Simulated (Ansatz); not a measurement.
## What each rung costs, and what it gives

Saddle point of GeNH₉O, singlet (GeH₄ + H₂O + NH₃ → GeH₄O ([OH][GeH3]) + NH₃ + H₂; bonds formed: Ge1–O7, H2–H8, H6–N9; bonds broken: Ge1–H2, H6–O7, H8–N9), PBE0-D4/def2-TZVP structure:

```xyz
12
angstrom
Ge -1.0100 0.2201 -1.2144
H 0.7429 0.0289 -1.0164
H -0.9870 -0.9909 -2.1869
H -2.5851 0.3484 -0.9692
H -0.7364 1.5796 -1.9149
H 0.4472 -0.1804 1.3452
O -0.9078 0.0056 0.6998
H 1.3878 -0.1360 0.0587
N 1.5107 -0.2599 1.1660
H -1.8061 0.0591 1.0356
H 1.8943 -1.1642 1.4133
H 2.0496 0.4896 1.5832
```

Barriers are electronic and count from the start structure reached by relaxing down the imaginary mode.

Ansatz 0.2.0; basis: as named in each row; cores frozen in the correlated methods. Filled d shells of the heavier atoms are correlated. The def2 sets are not built for correlating such inner shells, so the correlated values are less sure here. B3LYP uses VWN-RPA correlation. Extrapolation: Hartree–Fock as exp(−7.88 √X), correlation as X^−2.97.

Times are rough, for one single point on 4 threads of a shared host (Arm Neoverse V1).

The estimate by CCSD(T) at an estimated basis limit (MP2 extrapolated from triple and quadruple zeta, plus CCSD(T) − MP2 in triple zeta) is 2.013 eV.

| method | basis | time (s) | barrier (eV) | method less estimate |
| --- | --- | --- | --- | --- |
| HF | STO-3G | under 1 | 3.454 | 1.441 |
| PBE-D4 | STO-3G | under 1 | 1.542 | -0.471 |
| SPW92 | def2-SVP | under 1 | 0.859 | -1.154 |
| PBE-D4 | def2-SVP | under 1 | 1.329 | -0.684 |
| B3LYP-D4 | 6-31G | under 1 | 0.962 | -1.051 |
| PBE0-D4 | def2-SVP | 1 | 1.554 | -0.459 |
| SPW92 | def2-TZVPP | 1 | 1.122 | -0.891 |
| PBE-D4 | def2-TZVPP | 2 | 1.556 | -0.457 |
| BLYP-D4 | def2-TZVPP | 2 | 1.711 | -0.302 |
| BHLYP-D4 | def2-TZVPP | 2 | 2.005 | -0.008 |
| B3LYP-D4 | def2-TZVPP | 2 | 1.831 | -0.182 |
| CAM-B3LYP-D4 | def2-TZVPP | 3 | 1.875 | -0.138 |
| PBE0-D4 | def2-TZVPP | 3 | 1.724 | -0.289 |
| r2SCAN-D4 | def2-TZVPP | 4 | 1.650 | -0.363 |
| r2SCAN0-D4 | def2-TZVPP | 4 | 1.780 | -0.233 |
| wB97M-V | def2-SVP | 4 | 1.706 | -0.307 |
| B2PLYP | def2-TZVPP | 5 | 1.910 | -0.103 |
| RPA on PBE | def2-TZVPP | 5 | 1.990 | -0.023 |
| PBE-QIDH | def2-TZVPP | 5 | 1.849 | -0.163 |
| CCSD(T) | def2-SVP | 6 | 1.942 | -0.070 |
| wB97X-V | def2-TZVPP | 7 | 1.917 | -0.096 |
| wB97M-V | def2-TZVPP | 8 | 1.912 | -0.100 |
| B97M-V | def2-TZVPP | 8 | 1.728 | -0.285 |
| MP2 | def2-QZVPP | 22 | 1.952 | -0.061 |
| CCSD(T) | def2-TZVPP | 150 | 1.955 | -0.057 |

All methods are single points on the PBE0-D4 structures.

No T1 diagnostic of these runs exceeds 0.012.

Labels in which every atom is bracketed show which atoms are joined, not bond orders.
